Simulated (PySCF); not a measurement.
**C₆ coefficients of unlike pairs at PBE**

Calculated with PySCF 2.14 from the dipole response of each species, C₆(A,B) = (3/π) ∫ α_A(iu) α_B(iu) du, in atomic units, from isotropic polarisabilities. For ions this is the dispersion term alone; charge-induced terms of lower order in 1/R come first.

```
species           configuration                                                                                   basis      relativity  α (bohr³)  C₆ (like pair)
     In  [Kr] 4d10 5s2 5p1 (2P)  aug-cc-pVTZ-PP with one added diffuse shell each of d, f type with ECP28MDF (6s5p5d3f)  core potential      80.81           816.5
     Sc       [Ar] 3d1 4s2 (2D)                                                           aug-cc-pVQZ-DK (9s8p6d4f3g2h)   spin-free X2C      124.0            1521
  F(2+)       [He] 2s2 2p3 (4S)                                                                 dyall-acv3z (15s9p4d2f)            none      1.252           1.594
     Sb  [Kr] 4d10 5s2 5p3 (4S)                                               aug-cc-pVQZ-PP with ECP28MDF (7s7p5d3f2g)  core potential      48.08           527.1
```

Estimate C₆ for F(2+) with In.

The integral gives 25.45. The combination rule 2 C_A C_B / (C_A α_B/α_A + C_B α_A/α_B) gives 22.53 and the geometric mean 36.07.

No spin-orbit coupling is included.

The other pairs:

```json
{"pair": "Sb, In", "C₆": "639.1"}
{"pair": "Sb, Sc", "C₆": "831.1"}
{"pair": "F(2+), Sc", "C₆": "30.29"}
{"pair": "Sc, In", "C₆": "1101"}
{"pair": "Sb, F(2+)", "C₆": "23.40"}
```
